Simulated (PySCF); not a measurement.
# Polarisability and C₆ of Ti(2+) (titanium, charge +2)

[Ar] 3d2, high-spin 3F determinant. Computed with PySCF 2.14 in aug-cc-pVDZ-DK, with scalar relativity by spin-free X2C-1e. Coupled (time-dependent) response in atomic units; α is the mean over directions. A double-zeta set is small for polarisabilities.

| method | mean α (bohr³) | C₆ (like pair) | S(−4) |
| --- | --- | --- | --- |
| B3LYP | 4.608 | 13.13 | 18.87 |

S(−4) is the Cauchy moment in α(ω) = α(0) + S(−4) ω² + …

α(iu) at B3LYP:

| u (hartree) | α(iu) (bohr³) |
| --- | --- |
| 0 | 4.608 |
| 0.0500 | 4.562 |
| 0.100 | 4.435 |
| 0.200 | 4.045 |
| 0.300 | 3.633 |
| 0.500 | 2.981 |
| 0.750 | 2.422 |
| 1.00 | 2.009 |
| 1.50 | 1.415 |
| 2.00 | 1.021 |
| 3.00 | 0.5763 |
| 5.00 | 0.2444 |

For an ion, C₆ is the dispersion term alone; charge-induced terms of lower order in 1/R come first.
